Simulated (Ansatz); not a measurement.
Basis-set series for GaH6NOSi. Total charge 0; spin multiplicity 1. The bonds changed during the relaxation, so this is another structure than the one it started from. All single points use the PBE0-D4/def2-TZVP geometry. It is one conformer, not always the lowest.

```xyz
10

N     1.002    0.193    0.642
Si   -0.330   -0.798   -0.160
Ga    0.458    2.294    0.231
O    -0.826    1.119   -0.634
H     1.072   -0.059    1.625
H     1.903   -0.071    0.251
H     0.221   -2.139    0.302
H    -0.250   -1.023   -1.627
H    -1.650   -0.856    0.522
H    -1.601    1.340   -1.154
```

```tsv
functional	basis	functions	energy (Eh)	HOMO (eV)	LUMO (eV)
PBE0-D4	def2-TZVPP	236	-2347.53970	-6.33	-0.97
PBE0-D4	def2-QZVPP	453	-2347.60050	-6.37	-1.06
ωB97M-V	def2-TZVPP	236	-2347.88211	-8.46	0.71
ωB97M-V	def2-QZVPP	453	-2347.94029	-8.50	0.44
```

Question: Give the rows for def2-SVP. (Best estimate.)

Answer: Ansatz gave: 
```
functional     basis  functions  energy (Eh)  HOMO (eV)  LUMO (eV)
   PBE0-D4  def2-SVP        108  -2347.02861      -6.24      -0.87
   ωB97M-V  def2-SVP        108  -2347.36646      -8.35       0.85
```

Positive LUMOs are unbound and depend on the basis. Scalar relativity is left out up to krypton.
